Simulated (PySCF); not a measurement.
C₈H₁₄O.
Cartesian coordinates in Å at the PBE0-D3(BJ)/def2-SVP level; atoms count from 1:
```xyz
23
C8H14O angstrom
C      2.6311   -0.7764    0.2301
C      1.4649   -0.8160   -0.7190
C      1.0762    0.3847   -1.5290
C      0.1745   -0.1060   -0.4281
C     -0.0642    0.7215    0.8348
C     -1.5221    0.4324    1.2260
C     -2.1995    0.0902   -0.0939
C     -1.1593   -0.7784   -0.7980
O     -1.3730   -0.9834   -2.1641
H      3.5704   -1.0244   -0.2888
H      2.5067   -1.4966    1.0552
H      2.7565    0.2222    0.6757
H      1.3336   -1.7729   -1.2399
H      1.6200    1.3186   -1.3535
H      0.7696    0.2170   -2.5652
H      0.0663    1.7947    0.6197
H      0.6356    0.4742    1.6475
H     -1.5673   -0.4419    1.8969
H     -1.9963    1.2694    1.7592
H     -2.3527    1.0087   -0.6911
H     -3.1748   -0.4075    0.0090
H     -1.1769   -1.7880   -0.3507
H     -1.4135   -0.1153   -2.5814
```

Method used: PySCF, PBE0-D3(BJ)/def2-SVP geometry optimisation, gas phase.

Take the most abundant isotopes and a rigid rotor. The values belong to one conformer with, in the numbering `[CH3:1][C@@H:2]1[CH2:3][C@:4]12[CH2:5][CH2:6][CH2:7][C@H:8]2[OH:9]`, C7–C8–O9–H 57°, C1–C2–C3–C4 -112°, C2–C3–C4–C5 113°, C3–C4–C5–C6 146°, C4–C5–C6–C7 -28°.

What are A, B and C (GHz)?

Ia = 212.92, Ib = 354.33, Ic = 485.30 u·Å²; 505379 MHz·u·Å²/I gives 2374, 1426 and 1041 MHz, that is A = 2.3736, B = 1.4263, C = 1.0414 GHz.

Classify the top.

An asymmetric top: κ = (2 × 1426 − 2374 − 1041)/(2374 − 1041) = -0.42.

Is it planar, by Δ = Ic − Ia − Ib?

Not planar: Δ = Ic − Ia − Ib = -81.94 u·Å². For a rigid frame Δ = −2 Σ m c², so Σ m c² = 40.97 u·Å² lies off the ab plane: 17.33 from hydrogen and 23.64 from heavier atoms. The atom farthest from that plane is 1.91 Å away.

Give the other two planar moments, Paa and Pbb, and the rms extents of the mass along the axes.

Paa = Σ m a² = (Ib + Ic − Ia)/2 = 313.36 and Pbb = Σ m b² = (Ia + Ic − Ib)/2 = 171.94 u·Å². With the mass M = 126.10 u, the rms extents √(P/M) along a, b and c are 1.58, 1.17, 0.57 Å.

Where do the levels up to J = 4 lie, in MHz?

Above 0(0,0):
J = 1: 1(0,1) 2468, 1(1,1) 3415, 1(1,0) 3800
J = 2: 2(0,2) 7308, 2(1,2) 7965, 2(1,1) 9120, 2(2,1) 11962, 2(2,0) 12058
J = 3: 3(0,3) 14362, 3(1,3) 14737, 3(1,2) 17031, 3(2,2) 19365, 3(2,1) 19809, 3(3,1) 25118, 3(3,0) 25133
J = 4: 4(0,4) 23503, 4(1,4) 23684, 4(1,3) 27430, 4(2,3) 29160, 4(2,2) 30332, 4(3,2) 35142, 4(3,1) 35246, 4(4,1) 42988, 4(4,0) 42990
The levels of one J sum to (2J + 1)J(J + 1)(A + B + C)/3.

Predict some low-J microwave lines.

The dipole components are |μa| = 0.01 D, |μb| = 1.21 D, |μc| = 0.93 D. The squared components, which scale the intensities, stand as 0.00 : 1.00 : 0.60 (a : b : c). Some lines, for components of 0.1 D or more:

| type | branch | J(Ka,Kc) | MHz | lower level (cm⁻¹) |
| --- | --- | --- | --- | --- |
| c | Q | 1(1,1) ← 1(0,1) | 947 | 0.082 |
| b | Q | 1(1,0) ← 1(0,1) | 1332 | 0.082 |
| b | Q | 2(1,1) ← 2(0,2) | 1813 | 0.244 |
| c | Q | 3(2,2) ← 3(1,2) | 2334 | 0.568 |
| b | Q | 3(1,2) ← 3(0,3) | 2670 | 0.479 |
| c | Q | 2(2,1) ← 2(1,1) | 2842 | 0.304 |
| b | Q | 3(2,2) ← 3(1,3) | 4628 | 0.492 |
| b | Q | 4(3,1) ← 4(2,2) | 4913 | 1.012 |
| b | Q | 3(3,0) ← 3(2,1) | 5324 | 0.661 |
| b | R | 2(1,2) ← 1(0,1) | 5498 | 0.082 |
| b | Q | 4(3,2) ← 4(2,3) | 5982 | 0.973 |
| b | R | 3(1,3) ← 2(0,2) | 7430 | 0.244 |
| b | Q | 4(4,1) ← 4(3,2) | 7846 | 1.172 |
| b | R | 4(1,3) ← 3(2,2) | 8065 | 0.646 |
| c | R | 2(2,0) ← 1(1,0) | 8258 | 0.127 |
| c | R | 2(2,1) ← 1(1,1) | 8547 | 0.114 |
| b | R | 4(1,4) ← 3(0,3) | 9323 | 0.479 |
| c | R | 3(1,2) ← 2(0,2) | 9724 | 0.244 |
| b | R | 3(2,2) ← 2(1,1) | 10245 | 0.304 |
| c | R | 3(2,1) ← 2(1,1) | 10689 | 0.304 |
| c | R | 4(1,3) ← 3(0,3) | 13068 | 0.479 |
| c | R | 4(2,2) ← 3(1,2) | 13301 | 0.568 |
| c | R | 4(3,1) ← 3(2,1) | 15436 | 0.661 |
| b | R | 4(4,1) ← 3(3,0) | 17855 | 0.838 |
| c | R | 4(4,1) ← 3(3,1) | 17871 | 0.838 |

Estimate the classical rotational partition function at 25 K, 100 K and 200 K.

Point group C1, symmetry number σ = 1; q = (√π/σ)·√((kT/h)³/(ABC)), k/h = 20836.6 MHz/K: 11200 at 25 K, 89800 at 100 K, 254000 at 200 K.

Stationary, but not proved a minimum. Zero-point vibration and centrifugal distortion are left out. A rigid rotor knows nothing of internal rotation, which can split or shift real lines.
